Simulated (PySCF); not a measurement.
# Structure revision by computed shifts

A compound C₄H₉BN₂ gives the data below (simulated from a calculation) and was assigned the structure `C=CB1NCCN1`.

13C{1H} NMR (computed): δ 157.3 (CH), 122.2 (CH2), 63.2 (CH), 53.5 (CH2).

1H NMR (400 MHz, computed): δ 5.93 (ddd, J = 18.0, 10.8, 10.0 Hz, 1H), 5.14 (dd, J = 18.0, 2.0 Hz, 1H), 5.07 (dd, J = 10.8, 2.0 Hz, 1H), 4.18 (br, 1H), 3.91 (ddd, J = 12.6, 10.0, 5.5 Hz, 1H), 3.63 (dd, J = 12.6, 10.8 Hz, 1H), 3.04 (dd, J = 10.8, 5.5 Hz, 1H), 2.26 (br s, 1H), 2.06 (br s, 1H).

PySCF 2.14.0 with density-fitted response routines calculation with shieldings: GIAO CAM-B3LYP/pcSseg-1, couplings computed with B3LYP/pcJ-1 (spin–dipole term only in couplings to heteroatoms) and coordinates at the PBE0-D3(BJ)/def2-SVP level; non-relativistic, one conformer, no solvent model.

Chemical shifts δ = σref − σ; 1H (σref 31.33), 13C (σref 182.45) vs TMS, all at this level.

**Question.** Compare with the shifts computed for the proposed structure, pairing carbons in order of shift.

**Answer.** Atoms are numbered as in `[CH2:1]=[CH:2][B:3]1[NH:4][CH2:5][CH2:6][NH:7]1`. Each H is labelled by its parent atom.

| atom | computed for proposal | given list | difference |
| --- | --- | --- | --- |
| C2 | 144.6 | 157.3 | -12.7 |
| C1 | 141.3 | 122.2 | +19.1 |
| C5 | 47.7 | 63.2 | -15.5 |
| C6 | 47.7 | 53.5 | -5.8 |

The rms difference is 14.2 ppm and the largest +19.1 ppm at C1 (terminal =CH2 carbon). The proposal also would give 3 carbon signals, not 4. The carbon types in order of shift don't match either: CH, CH2, CH2, CH2 for the proposal against CH, CH2, CH, CH2 in the data. The proposal doesn't fit.

**Question.** Which isomer fits?

**Answer.** `[C@@H]1(C=C)CNBN1`.

1. δC 157.3: alkene CH; an sp2 carbon of a C=C bond.
2. δC 122.2: terminal =CH2 carbon; an sp2 carbon of a C=C bond.
3. δC 63.2: allylic sp3 CH bonded to N; deshielded by the electronegative neighbour.
4. δC 53.5: sp3 CH2 bonded to N; pulled downfield by the heteroatom.
5. The protons at 5.14 and 5.93 share a coupling of 18.0 Hz (vicinal, trans across C=C).
6. The protons at 3.63 and 3.04 share a coupling of 10.8 Hz (geminal).
7. The protons at 5.07 and 5.93 share a coupling of 10.8 Hz (vicinal, cis across C=C).

This is the structure that produced the data.

OH/NH shifts are gas-phase values; hydrogen bonding in solution moves them, usually downfield. Hydrogens on boron are broadened and split by 11B (spin 3/2, 80 %) and 10B (spin 3). Multiplet labels drop couplings under 1 Hz and merge nearly equal ones. Unscaled 3J(H,H) at this level run about 10 % above measured values. Shifts are as computed, not scaled to solution data. Of 1211 compounds with measured shifts, 218 miss one by over three times the rms of a fit or turn the order of signals round; such compounds aren't used in these exercises. Couplings across =CH–CH2 type bonds come from one rotamer and its mirror image, and can be 1–2 Hz further off. Couplings to exchangeable protons are dropped. Only one conformer was computed, so three-bond couplings in flexible chains and rings are approximate.
